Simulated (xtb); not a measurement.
C6H17Si2 (SMILES [CH2][Si](C)(C)[Si](C)(C)C), doublet, at a GFN2-xTB geometry; GFN2-xTB (xtb).

Input for xtb:
```
$ xtb coord --gfn 2 --uhf 1 --json

# file coord
$coord
      3.3000845917      -2.0044108630      -3.0384998199  c
      2.3189848216      -0.4663703480      -0.1134397301  si
      3.9986894303       2.7067302984       0.3046966624  c
      3.0621700569      -2.5436372207       2.7495446705  c
     -2.1217828109       0.3597420979      -0.0410219668  si
     -3.7505859268      -1.3729339719       2.6868622471  c
     -2.8119139474       3.8941675445       0.3183322270  c
     -3.6606459237      -0.7491639319      -3.1156395363  c
      3.6604199124      -0.9610305197      -4.7479803707  h
      3.1209534651      -4.0111292328      -3.3245842106  h
      6.0271782766       2.4544113829       0.4731505908  h
      3.3524159836       3.6967897326       1.9819800974  h
      3.6587836553       3.9270614592      -1.3075670224  h
      2.4059867163      -1.6946673279       4.4988102113  h
      5.0803205327      -2.8614048542       2.9302614853  h
      2.1608272927      -4.3766546485       2.5714777053  h
     -5.7777705975      -1.0450122163       2.6754146264  h
     -3.4514114032      -3.3986919938       2.5599684228  h
     -3.0359114998      -0.7567244994       4.5087718648  h
     -4.8302022032       4.2698611608       0.2689871882  h
     -2.0909565779       4.6291698122       2.0931040437  h
     -1.9450042798       4.9751541558      -1.1947033186  h
     -5.6828261838      -0.3927177432      -3.1196189405  h
     -3.3837165757      -2.7616479317      -3.3993634891  h
     -2.8567045573       0.2155178599      -4.7374233401  h
$end
```

Write the output that xtb gives for this input, abridged.


```
   ID    Z sym.   atoms
    1    6 c      1, 3, 4, 6-8
    2   14 si     2, 5
    3    1 h      9-25

           -------------------------------------------------
          |                Calculation Setup                |
           -------------------------------------------------

           -------------------------------------------------
          |                 G F N 2 - x T B                 |
           -------------------------------------------------

          ...................................................
          :                      SETUP                      :
          :.................................................:
          :  # basis functions                  61          :
          :  # atomic orbitals                  59          :
          :  # shells                           35          :
          :  # electrons                        49          :
          :  max. iterations                   250          :
          :  Hamiltonian                  GFN2-xTB          :
          :  restarted?                      false          :
          :  GBSA solvation                  false          :
          :  PC potential                    false          :
          :  electronic temp.          300.0000000     K    :
          :  accuracy                    1.0000000          :
          :  -> integral cutoff          0.2500000E+02      :
          :  -> integral neglect         0.1000000E-07      :
          :  -> SCF convergence          0.1000000E-05 Eh   :
          :  -> wf. convergence          0.1000000E-03 e    :
          :  Broyden damping             0.4000000          :
          :  net charge                          0          :
          :  unpaired electrons                  1          :
          ...................................................

 iter      E             dE          RMSdq      gap      omega  full diag
   1    -25.0622872 -0.250623E+02  0.363E+00    4.47       0.0  T
   2    -25.1112306 -0.489435E-01  0.329E+00    2.18       1.0  T
   3    -25.2236392 -0.112409E+00  0.150E+00    3.92       1.0  T
   4    -25.2263213 -0.268216E-02  0.530E-01    3.84       1.0  T
   5    -25.2263704 -0.490282E-04  0.306E-01    3.85       1.0  T
   6    -25.2265239 -0.153564E-03  0.197E-01    3.88       1.0  T
   7    -25.2267959 -0.271975E-03  0.977E-02    3.91       1.0  T
   8    -25.2268062 -0.102840E-04  0.559E-02    3.90       1.0  T
[...]
         :: total energy             -24.848546382772 Eh    ::
[...]
     3   6 c    3.973 --    13 h    0.998    11 h    0.993    12 h    0.992
                             2 si   0.865
     4   6 c    3.973 --    16 h    0.998    15 h    0.993    14 h    0.992
                             2 si   0.865
     5  14 si   3.590 --     8 c    0.892     6 c    0.890     7 c    0.890
                             2 si   0.663     1 c    0.140
     6   6 c    3.977 --    18 h    0.991    19 h    0.990    17 h    0.984
                             5 si   0.890
     7   6 c    3.977 --    22 h    0.991    21 h    0.990    20 h    0.984
                             5 si   0.890
     8   6 c    3.977 --    25 h    0.991    24 h    0.991    23 h    0.986
                             5 si   0.892
     9   1 h    0.999 --     1 c    0.983
    10   1 h    0.999 --     1 c    0.983
    11   1 h    0.999 --     3 c    0.993
    12   1 h    1.000 --     3 c    0.992
    13   1 h    1.000 --     3 c    0.998
    14   1 h    1.000 --     4 c    0.992
    15   1 h    0.999 --     4 c    0.993
    16   1 h    1.000 --     4 c    0.998
    17   1 h    0.997 --     6 c    0.984
    18   1 h    0.999 --     6 c    0.991
    19   1 h    0.999 --     6 c    0.990
    20   1 h    0.997 --     7 c    0.984
    21   1 h    0.999 --     7 c    0.990
    22   1 h    0.999 --     7 c    0.991
    23   1 h    0.998 --     8 c    0.986
    24   1 h    0.999 --     8 c    0.991
    25   1 h    0.999 --     8 c    0.991
 ---------------------------------------------------------------------------

Topologies differ in total number of bonds
Writing topology from bond orders to xtbtopo.mol

molecular dipole:
                 x           y           z       tot (Debye)
 q only:       -0.377       0.038      -0.064
   full:       -0.523       0.183       0.191       1.490
molecular quadrupole (traceless):
                xx          xy          yy          xz          yz          zz
 q only:       -0.793       0.015       0.176      -0.277       0.329       0.617
  q+dip:       -1.766       0.562       0.408       0.424       0.416       1.358
   full:       -1.751       1.034       0.937       1.055      -0.419       0.813

           -------------------------------------------------
          | TOTAL ENERGY              -24.848546382772 Eh   |
          | GRADIENT NORM               0.000065325201 Eh/α |
          | HOMO-LUMO GAP               3.908626370428 eV   |
           -------------------------------------------------

normal termination of xtb
```
